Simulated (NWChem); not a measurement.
System: C₄H₃N; SMILES C(C#N)=C=C

Excerpt of the output:

```
             Northwest Computational Chemistry Package (NWChem) 7.3.0
             --------------------------------------------------------

                             Geometry "geometry" -> ""
                             -------------------------

 Output coordinates in angstroms (scale by  1.889725989 to convert to a.u.)

  No.       Tag          Charge          X              Y              Z
 ---- ---------------- ---------- -------------- -------------- --------------
    1 C                    6.0000     0.45914900    -2.21632600     0.00000000
    2 C                    6.0000    -0.13737000    -1.05922400     0.00000000
    3 C                    6.0000    -0.75224800     0.10699300     0.00000000
    4 C                    6.0000    -0.05411200     1.35290000     0.00000000
    5 N                    7.0000     0.48778000     2.37812600     0.00000000
    6 H                    1.0000     0.72001700    -2.71724400     0.93862500
    7 H                    1.0000     0.72001700    -2.71724400    -0.93862500
    8 H                    1.0000    -1.84867300     0.15072300     0.00000000

 Effective nuclear repulsion energy (a.u.)     124.0306477419

                              NWChem Property Module
                              ----------------------

  itol2e modified to match energy
  convergence criterion.

                                 NWChem DFT Module
                                 -----------------

 Summary of "ao basis" -> "ao basis" (spherical)
 ------------------------------------------------------------------------------
       Tag                 Description            Shells   Functions and Types
 ---------------- ------------------------------  ------  ---------------------
 C                          cc-pvtz                 10       30   4s3p2d1f
 N                          cc-pvtz                 10       30   4s3p2d1f
 H                          cc-pvtz                  6       14   3s2p1d

  itol2e modified to match energy
  convergence criterion.

            General Information
            -------------------
          SCF calculation type: DFT
          Wavefunction type:  closed shell.
          No. of atoms     :     8
          No. of electrons :    34
           Alpha electrons :    17
            Beta electrons :    17
          Charge           :     0
          Spin multiplicity:     1
          Use of symmetry is: off; symmetry adaption is: off
          Maximum number of iterations: 150
          AO basis - number of functions:   192
                     number of shells:    68
          Convergence on energy requested:  1.00D-07
          Convergence on density requested:  1.00D-05
          Convergence on gradient requested:  5.00D-04

              XC Information
              --------------
                     Hartree-Fock (Exact) Exchange  1.000
                   CAM-Becke88 Exchange Functional  1.000
                      VWN V Correlation Functional  0.190 local
              Lee-Yang-Parr Correlation Functional  0.810

           Range-Separation Parameters
           ---------------------------
           Alpha           :  0.19
           Beta            :  0.46
           Gamma           :  0.33
           Short-Range HF  :     F

             Grid Information
             ----------------
          Grid used for XC integration:  fine
          Radial quadrature: Mura-Knowles
          Angular quadrature: Lebedev.
          Tag              B.-S. Rad. Rad. Pts. Rad. Cut. Ang. Pts.
          ---              ---------- --------- --------- ---------
          C                   0.70       70          12.0       590
          N                   0.65       70          13.0       590
          H                   0.35       60          12.0       590
          Grid pruning is: on
          Number of quadrature shells:   530
          Spatial weights used:  Erf1

      Superposition of Atomic Density Guess
      -------------------------------------

 Sum of atomic energies:        -206.49101403

      Non-variational initial energy
      ------------------------------

 Total energy =    -209.110203
 1-e energy   =    -522.065678
 2-e energy   =     188.924827
 HOMO         =      -0.309208
 LUMO         =      -0.035628

   convergence    iter        energy       DeltaE   RMS-Dens  Diis-err
 ---------------- ----- ----------------- --------- --------- ---------
 d= 0,ls=0.0,diis     1   -208.7454638961 -3.33D+02  7.02D-03  1.00D+00
 d= 0,ls=0.0,diis     2   -208.6607186887  8.47D-02  4.47D-03  1.82D+00
 d= 0,ls=0.0,diis     3   -208.8473569505 -1.87D-01  8.18D-04  9.24D-02
 d= 0,ls=0.0,diis     4   -208.8566873728 -9.33D-03  1.47D-04  1.68D-03
 d= 0,ls=0.0,diis     5   -208.8568925414 -2.05D-04  6.15D-05  2.40D-04
  Resetting Diis
 d= 0,ls=0.0,diis     6   -208.8569213161 -2.88D-05  1.95D-05  3.79D-05
 d= 0,ls=0.0,diis     7   -208.8569263615 -5.05D-06  1.42D-05  3.76D-06
 d= 0,ls=0.0,diis     8   -208.8569261919  1.70D-07  6.81D-06  5.64D-06
 d= 0,ls=0.0,diis     9   -208.8569267812 -5.89D-07  1.60D-06  2.68D-07
 d= 0,ls=0.0,diis    10   -208.8569268075 -2.63D-08  8.10D-07  3.88D-08

         Total DFT energy =     -208.856926807515
      One electron energy =     -525.518122869297
           Coulomb energy =      222.089695950535
    Exchange-Corr. energy =      -29.459147630658
 Nuclear repulsion energy =      124.030647741904

 Numeric. integr. density =       33.999999772556

                       DFT Final Molecular Orbital Analysis
                       ------------------------------------

 Vector   15  Occ=2.000000D+00  E=-4.077134D-01
              MO Center=  1.5D-01,  1.8D+00, -1.2D-11, r^2= 1.5D+00
   Bfn.  Coefficient  Atom+Function         Bfn.  Coefficient  Atom+Function
  ----- ------------  ---------------      ----- ------------  ---------------
   128      0.262573  5 N  px                98      0.241468  4 C  px
   125      0.220306  5 N  px                95      0.200653  4 C  px
   131      0.169024  5 N  px               101      0.156254  4 C  px
   129     -0.144761  5 N  py                99     -0.122753  4 C  py
   126     -0.121722  5 N  py                96     -0.099691  4 C  py

 Vector   16  Occ=2.000000D+00  E=-3.739731D-01
              MO Center=  9.6D-02, -1.5D+00,  3.5D-11, r^2= 2.1D+00
   Bfn.  Coefficient  Atom+Function         Bfn.  Coefficient  Atom+Function
  ----- ------------  ---------------      ----- ------------  ---------------
     8      0.250141  1 C  px                38      0.239866  2 C  px
     5      0.206088  1 C  px                35      0.193650  2 C  px
    11      0.180107  1 C  px                41      0.134296  2 C  px
     9      0.132112  1 C  py                39      0.123252  2 C  py
    42      0.123575  2 C  py                 6      0.107759  1 C  py

 Vector   17  Occ=2.000000D+00  E=-3.473080D-01
              MO Center= -1.1D-01,  2.6D-01,  7.9D-11, r^2= 3.6D+00
   Bfn.  Coefficient  Atom+Function         Bfn.  Coefficient  Atom+Function
  ----- ------------  ---------------      ----- ------------  ---------------
    70      0.240394  3 C  pz                40      0.222421  2 C  pz
   130     -0.217754  5 N  pz                67      0.192995  3 C  pz
    73      0.190710  3 C  pz               127     -0.181692  5 N  pz
    37      0.177041  2 C  pz                43      0.156764  2 C  pz
   133     -0.155983  5 N  pz               100     -0.115494  4 C  pz

[...]

          -----------------------
          Electric field gradient
          -----------------------

 1 a.u. = 0.324123 10**(16) esu/cm**3  ( or statvolts/cm**2 ) = 0.97174 10**(22) v/m**2

 ------------------------------------------------------------
   Atom      X         Y         Z
 ------------------------------------------------------------
    1 C    0.86767  -4.18825   0.00000
 ------------------------------------------------------------

 Electric field gradient in molecular frame (a.u.)
         XX             YY             ZZ             XY             XZ             YZ
 ------------------------------------------------------------------------------------------
       -0.156671       0.062255       0.094416      -0.149110       0.000000      -0.000000

 Principal components (a.u.) and orientation
 of principal axis w.r.t. absolute frame                      Asymmetry parameter eta
 --------------------------------------------------------------------------------------
       -0.232183       0.137767       0.094416                       0.186709

        0.892124      -0.451791      -0.000000
        0.451791       0.892124       0.000000
       -0.000000      -0.000000       1.000000

 ------------------------------------------------------------
   Atom      X         Y         Z
 ------------------------------------------------------------
    2 C   -0.25959  -2.00164   0.00000
 ------------------------------------------------------------

 Electric field gradient in molecular frame (a.u.)
         XX             YY             ZZ             XY             XZ             YZ
 ------------------------------------------------------------------------------------------
       -0.023159       0.385627      -0.362468      -0.280599       0.000000      -0.000000

 Principal components (a.u.) and orientation
 of principal axis w.r.t. absolute frame                      Asymmetry parameter eta
 --------------------------------------------------------------------------------------
        0.528382      -0.362468      -0.165914                       0.371991

       -0.453444      -0.000000       0.891285
        0.891285      -0.000000       0.453444
       -0.000000       1.000000       0.000000

 ------------------------------------------------------------
   Atom      X         Y         Z
 ------------------------------------------------------------
    3 C   -1.42154   0.20219   0.00000
 ------------------------------------------------------------

 Electric field gradient in molecular frame (a.u.)
         XX             YY             ZZ             XY             XZ             YZ
 ------------------------------------------------------------------------------------------
        0.078972      -0.031014      -0.047958      -0.098855       0.000000      -0.000000

 Principal components (a.u.) and orientation
 of principal axis w.r.t. absolute frame                      Asymmetry parameter eta
 --------------------------------------------------------------------------------------
        0.137101      -0.089143      -0.047958                       0.300399

        0.862015       0.506883       0.000000
       -0.506883       0.862015       0.000000
        0.000000      -0.000000       1.000000

 ------------------------------------------------------------
   Atom      X         Y         Z
 ------------------------------------------------------------
    4 C   -0.10226   2.55661   0.00000
 ------------------------------------------------------------

 Electric field gradient in molecular frame (a.u.)
         XX             YY             ZZ             XY             XZ             YZ
 ------------------------------------------------------------------------------------------
       -0.067379       0.270483      -0.203104       0.247045      -0.000000       0.000000

 Principal components (a.u.) and orientation
 of principal axis w.r.t. absolute frame                      Asymmetry parameter eta
 --------------------------------------------------------------------------------------
        0.400833      -0.203104      -0.197729                       0.013410

        0.466660       0.000001       0.884437
        0.884437      -0.000000      -0.466660
       -0.000000       1.000000      -0.000001

 ------------------------------------------------------------
   Atom      X         Y         Z
 ------------------------------------------------------------
    5 N    0.92177   4.49401   0.00000
 ------------------------------------------------------------

 Electric field gradient in molecular frame (a.u.)
         XX             YY             ZZ             XY             XZ             YZ
 ------------------------------------------------------------------------------------------
       -0.204281       0.639390      -0.435109       0.634499       0.000000      -0.000000

 Principal components (a.u.) and orientation
 of principal axis w.r.t. absolute frame                      Asymmetry parameter eta
 --------------------------------------------------------------------------------------
        0.979483      -0.544374      -0.435109                       0.111553

        0.472418       0.881374       0.000000
        0.881374      -0.472418      -0.000000
       -0.000000      -0.000000       1.000000

 ------------------------------------------------------------
   Atom      X         Y         Z
 ------------------------------------------------------------
    6 H    1.36063  -5.13485   1.77374
 ------------------------------------------------------------

 Electric field gradient in molecular frame (a.u.)
         XX             YY             ZZ             XY             XZ             YZ
 ------------------------------------------------------------------------------------------
        0.119516       0.047752      -0.167268       0.051184      -0.083397       0.160738

 Principal components (a.u.) and orientation
 of principal axis w.r.t. absolute frame                      Asymmetry parameter eta
 --------------------------------------------------------------------------------------
       -0.277191       0.146144       0.131048                       0.054461

        0.239123       0.884543      -0.400505
       -0.460523       0.466443       0.755215
        0.854833       0.003852       0.518890

 ------------------------------------------------------------
   Atom      X         Y         Z
 ------------------------------------------------------------
    7 H    1.36063  -5.13485  -1.77374
 ------------------------------------------------------------

 Electric field gradient in molecular frame (a.u.)
         XX             YY             ZZ             XY             XZ             YZ
 ------------------------------------------------------------------------------------------
        0.119516       0.047752      -0.167268       0.051184       0.083397      -0.160738

 Principal components (a.u.) and orientation
 of principal axis w.r.t. absolute frame                      Asymmetry parameter eta
 --------------------------------------------------------------------------------------
       -0.277191       0.146144       0.131048                       0.054461

       -0.239123       0.884543      -0.400505
        0.460523       0.466443       0.755215
        0.854833      -0.003852      -0.518890

 ------------------------------------------------------------
   Atom      X         Y         Z
 ------------------------------------------------------------
    8 H   -3.49349   0.28483   0.00000
 ------------------------------------------------------------

 Electric field gradient in molecular frame (a.u.)
         XX             YY             ZZ             XY             XZ             YZ
 ------------------------------------------------------------------------------------------
       -0.270802       0.121464       0.149338       0.014880      -0.000000      -0.000000

 Principal components (a.u.) and orientation
 of principal axis w.r.t. absolute frame                      Asymmetry parameter eta
 --------------------------------------------------------------------------------------
       -0.271366       0.149338       0.122028                       0.100640

        0.999283      -0.000000       0.037853
       -0.037853      -0.000000       0.999283
        0.000000       1.000000       0.000000
```

Level: CAM-B3LYP/cc-pVTZ. Geometry: optimised at PBE0/def2-SVP. NWChem prints the field gradient with the sign opposite to the second derivative of the potential.

Reconstruct the input file.

One answer among several that fit: the input that was run:
```
start job
memory heap 200 mb stack 900 mb global 1100 mb
geometry units angstroms noautosym nocenter noautoz
  C      0.459149    -2.216326     0.000000
  C     -0.137370    -1.059224     0.000000
  C     -0.752248     0.106993     0.000000
  C     -0.054112     1.352900     0.000000
  N      0.487780     2.378126     0.000000
  H      0.720017    -2.717244     0.938625
  H      0.720017    -2.717244    -0.938625
  H     -1.848673     0.150723     0.000000
end
basis spherical
  C library cc-pvtz
  N library cc-pvtz
  H library cc-pvtz
end
dft
  xc xcamb88 1.00 lyp 0.81 vwn_5 0.19 hfexch 1.00
  cam 0.33 cam_alpha 0.19 cam_beta 0.46
  iterations 150
  semidirect filesize 400000000
end
property
  efieldgrad
end
task dft property
```
